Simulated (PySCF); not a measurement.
Molecule: `InChI=1S/C5H14OSi/c1-5-6-7(2,3)4/h5H2,1-4H3`.

Molfile (atoms numbered from 1):
```
C5H14OSi
     RDKit          3D

 21 20  0  0  0  0  0  0  0  0999 V2000
    3.0585   -0.1745    0.7571 C   0  0  0  0  0  0  0  0  0  0  0  0
    1.7680   -0.4893    0.0352 C   0  0  0  0  0  0  0  0  0  0  0  0
    0.7377    0.3154    0.5426 O   0  0  0  0  0  0  0  0  0  0  0  0
   -0.8698    0.2165    0.0656 Si  0  0  0  0  0  4  0  0  0  0  0  0
   -1.7546    1.5172    1.0714 C   0  0  0  0  0  0  0  0  0  0  0  0
   -1.0091    0.5714   -1.7730 C   0  0  0  0  0  0  0  0  0  0  0  0
   -1.5396   -1.4976    0.4400 C   0  0  0  0  0  0  0  0  0  0  0  0
    2.9483   -0.3614    1.8357 H   0  0  0  0  0  0  0  0  0  0  0  0
    3.8850   -0.7937    0.3763 H   0  0  0  0  0  0  0  0  0  0  0  0
    3.3230    0.8849    0.6221 H   0  0  0  0  0  0  0  0  0  0  0  0
    1.8970   -0.3193   -1.0525 H   0  0  0  0  0  0  0  0  0  0  0  0
    1.5250   -1.5640    0.1576 H   0  0  0  0  0  0  0  0  0  0  0  0
   -1.3323    2.5146    0.8739 H   0  0  0  0  0  0  0  0  0  0  0  0
   -1.6501    1.3133    2.1482 H   0  0  0  0  0  0  0  0  0  0  0  0
   -2.8288    1.5458    0.8306 H   0  0  0  0  0  0  0  0  0  0  0  0
   -0.4784   -0.1828   -2.3756 H   0  0  0  0  0  0  0  0  0  0  0  0
   -2.0633    0.5685   -2.0938 H   0  0  0  0  0  0  0  0  0  0  0  0
   -0.5845    1.5585   -2.0149 H   0  0  0  0  0  0  0  0  0  0  0  0
   -1.0256   -2.2761   -0.1458 H   0  0  0  0  0  0  0  0  0  0  0  0
   -1.4204   -1.7412    1.5074 H   0  0  0  0  0  0  0  0  0  0  0  0
   -2.6128   -1.5571    0.1969 H   0  0  0  0  0  0  0  0  0  0  0  0
  1  2  1  0
  2  3  1  0
  3  4  1  0
  4  5  1  0
  4  6  1  0
  4  7  1  0
  1  8  1  0
  1  9  1  0
  1 10  1  0
  2 11  1  0
  2 12  1  0
  5 13  1  0
  5 14  1  0
  5 15  1  0
  6 16  1  0
  6 17  1  0
  6 18  1  0
  7 19  1  0
  7 20  1  0
  7 21  1  0
M  END
```

Geometry PBE0-D3(BJ)/def2-SVP throughout; GIAO in PySCF, gas phase, one conformer, non-relativistic; equivalent atoms averaged; functional PBE0.

(1) How do the shifts δ (against TMS, H2O at the same level) depend on the basis set? (ppm; last column core-seconds on shared hosts with different chips, so compare them loosely)

(2) Which nucleus moves most, in ppm?

(3) Taking the largest basis, def2-TZVP (307 functions), as the yardstick, rank the others by their worst heavy-atom deviation.

## Answers

(1) 
```tsv
basis set	functions	C2	C1	C5/C6/C7	O3	Si4	H11/H12	H8/H9/H10	H13/H14/H15/H16/H17/H18/H19/H20/H21	core-s
STO-3G	53	52.1	19.0	-1.9	-80.9	12.7	1.29	0.92	0.07	5.7
pcSseg-0	95	60.7	22.4	-1.1	24.0	27.2	3.63	1.55	0.05	11
6-31G	95	56.4	20.7	-0.6	15.5	33.2	3.67	1.46	0.12	11
6-31G*	130	56.1	19.6	-0.5	34.2	21.4	3.74	1.18	0.04	16
cc-pVDZ	172	57.8	20.5	-0.9	50.7	16.9	3.58	1.10	0.05	27
def2-SVP	172	55.8	18.9	-1.3	50.3	13.3	3.45	1.06	0.04	22
pcSseg-1	196	59.5	20.5	-1.3	55.9	20.9	3.53	1.23	0.08	24
6-311+G(2d,p)	281	58.5	19.4	-1.4	55.2	20.8	3.65	1.13	0.07	49
aug-cc-pVDZ	291	57.5	19.4	-1.3	50.3	24.9	3.67	1.19	0.11	63
def2-TZVP	307	60.0	20.0	-1.4	62.8	19.3	3.61	1.10	0.08	66
```

(2) O3 (oxygen bonded to C, Si): from -80.9 ppm with STO-3G to 62.8 ppm with def2-TZVP. The smallest spread is 0.08 ppm, at H13/H14/H15/H16/H17/H18/H19/H20/H21. Proton shifts span only some 12 ppm, so a few tenths of a ppm matter as much there as several ppm in carbon.

(3) pcSseg-1 6.9 ppm (196 functions), 6-311+G(2d,p) 7.6 ppm (281 functions), cc-pVDZ 12.1 ppm (172 functions), aug-cc-pVDZ 12.4 ppm (291 functions), def2-SVP 12.4 ppm (172 functions), 6-31G* 28.5 ppm (130 functions), pcSseg-0 38.7 ppm (95 functions), 6-31G 47.3 ppm (95 functions), STO-3G 143.7 ppm (53 functions).

A small basis that lands close on one nucleus may do so by chance; judge by the trend and by all nuclei.
